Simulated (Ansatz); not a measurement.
C3H6Si, SMILES `C1=[SiH]CC1` (charge 0, multiplicity 1).

Z-matrix (Å, degrees):
```
C
H 1 1.0947
H 1 1.0947 2 107.52
C 1 1.5331 2 113.04 3 125.46
H 4 1.0780 1 125.08 2 -61.21
C 1 1.5744 2 111.10 3 -121.76
H 6 1.0891 1 113.52 2 122.21
H 6 1.0891 7 108.69 1 127.34
Si 4 1.7065 5 143.72 1 180.00
H 9 1.4820 4 139.43 5 0.00
```
Charge 0, multiplicity 1.

Frozen-core energies in 6-31g from Ansatz (an electronic-structure program) at a geometry from B3LYP-D3(BJ)/def2-TZVP; the HF reference has <S^2> = 0.00 (restricted, and unstable towards unrestricted orbitals) and the T1 diagnostic is 0.010.

```json
[
 {"level": "HF", "energy (Ha)": "-405.81994"},
 {"level": "MP2", "energy (Ha)": "-406.15314"},
 {"level": "CCSD", "energy (Ha)": "-406.19511"},
 {"level": "CCSD(T)", "energy (Ha)": "-406.20689"}
]
```

**Question.** Estimate the energies of CCSDT and CCSDT(Q), and give each level's difference from CCSDT(Q).

**Answer.** 
```csv
level,energy (Ha),difference from CCSDT(Q) (mHa)
MP2,-406.15314,55.40
CCSD,-406.19511,13.43
CCSD(T),-406.20689,1.66
CCSDT,-406.20754,1.01
CCSDT(Q),-406.20855,0.00
```
